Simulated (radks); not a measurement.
The numbers below are computed, except where a source is named.
Trend from Rb3+ to Xe3+: ionisation energy by Delta-SCF between NIST ground configurations, and size. Level of theory: scalar-relativistic Kohn-Sham, r2SCAN, spin-polarised, spherical densities, finite nucleus; open shells are filled with parallel spins first (spin-orbit coupling, left out, can overturn this in heavy ions); meta-GGA in the generalised Kohn-Sham scheme; Fermi nuclear charge, rms radius of each element as measured or else 0.836 A^(1/3) + 0.57 fm (a radial shooting solver on a logarithmic mesh with Libxc functionals).

species	configuration	IE (eV)	NIST (eV)	kind	-e(HOMO) (eV)	r at 0.001 e/bohr^3 (bohr)
Rb3+	[Ar] 3d10 4s2 4p4	51.493	52.2	semi-emp.	45.506 (4p)	3.19
Sr3+	[Ar] 3d10 4s2 4p5	56.617	56.280	semi-emp.	50.013 (4p)	3.14
Zr3+	[Kr] 4d1	33.882	34.418	exp.	28.256 (4d)	3.23
Nb3+	[Kr] 4d2	37.292	37.61	exp.	31.222 (4d)	3.27
Mo3+	[Kr] 4d3	40.459	40.3	semi-emp.	34.030 (4d)	3.26
Tc3+	[Kr] 4d4	43.500	41	theory	36.734 (4d)	3.22
Ru3+	[Kr] 4d5	46.450	45	theory	39.362 (4d)	3.17
Rh3+	[Kr] 4d6	43.719	42	theory	36.938 (4d)	3.14
Pd3+	[Kr] 4d7	47.183	46	theory	39.958 (4d)	3.10
Ag3+	[Kr] 4d8	50.414	49	theory	42.835 (4d)	3.05
Cd3+	[Kr] 4d9	53.527	51	theory	45.618 (4d)	3.01
In3+	[Kr] 4d10	56.556	55.45	exp.	48.332 (4d)	2.96
Sn3+	[Kr] 4d10 5s1	40.953	40.74	exp.	36.675 (5s)	3.32
Sb3+	[Kr] 4d10 5s2	43.502	43.80	exp.	39.038 (5s)	3.44
Te3+	[Kr] 4d10 5s2 5p1	36.657	37.416	exp.	32.238 (5p)	3.60
I3+	[Kr] 4d10 5s2 5p2	40.413	40.36	exp.	35.536 (5p)	3.64
Xe3+	[Kr] 4d10 5s2 5p3	43.863	42.2	exp.	38.638 (5p)	3.62

Reference values: NIST Atomic Spectra Database (exp. = measured, semi-emp. = semi-empirical, theory = theoretical value adopted there). Open shells are spherical and high-spin; term and fine-structure splittings are not resolved. Spin-orbit splitting is averaged out at the scalar-relativistic level.
